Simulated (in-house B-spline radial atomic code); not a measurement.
**Ionising Ce VII (Ce6+) with different functionals**

Computed with a radial B-spline atomic code at the basis-set limit: scalar-relativistic (spin-free X2C) Hamiltonian, Fermi nucleus of rms radius 4.8771 fm, spin-polarised at highest spin, spherical fractional occupations for the functionals, and exact exchange of hybrids averaged over the configuration. The ionisation energy is the difference of two self-consistent energies, [Kr] 4d10 5s2 5p4 → [Kr] 4d10 5s2 5p3, without Breit or QED terms; ε is the level of the shell that loses the electron (its least bound occupied spin orbital). There is no spin-orbit coupling in this Hamiltonian.

```tsv
method	rung	ΔSCF (eV)	-ε(5p) (eV)
PBE0	global hybrid	?	?
B3LYP	global hybrid	92.58	87.30
TPSSh	global hybrid	92.17	86.44
BHandHLYP	global hybrid	92.33	89.12
r2SCAN0	global hybrid	91.98	87.42
B97-1	global hybrid	?	?
HSE06	range-separated hybrid	92.41	87.10
wB97X	range-separated hybrid	92.65	90.19
CAM-B3LYP	range-separated hybrid	92.63	89.20
LC-wPBE	range-separated hybrid	92.53	90.73
```

Problem. What does B97-1 give?

Solution. ΔSCF 92.41 eV, and -ε(5p) = 87.17 eV.

Problem. What does PBE0 give?

Solution. ΔSCF 92.31 eV, and -ε(5p) = 87.50 eV.

Problem. Among the functionals, which spreads more, the ΔSCF values or the orbital energies?

Solution. The orbital energies: ΔSCF values span about 0.67 eV and the orbital energies 4.30 eV; here energy differences depend much less on the functional than eigenvalues do.

Problem. How do they compare with the NIST value?

Solution. NIST lists 91 eV ± 2 (tabulated theory, ground level to ground level). Errors run from +0.98 to +1.65 eV; all lie within about twice that uncertainty, so the table can't rank the methods.
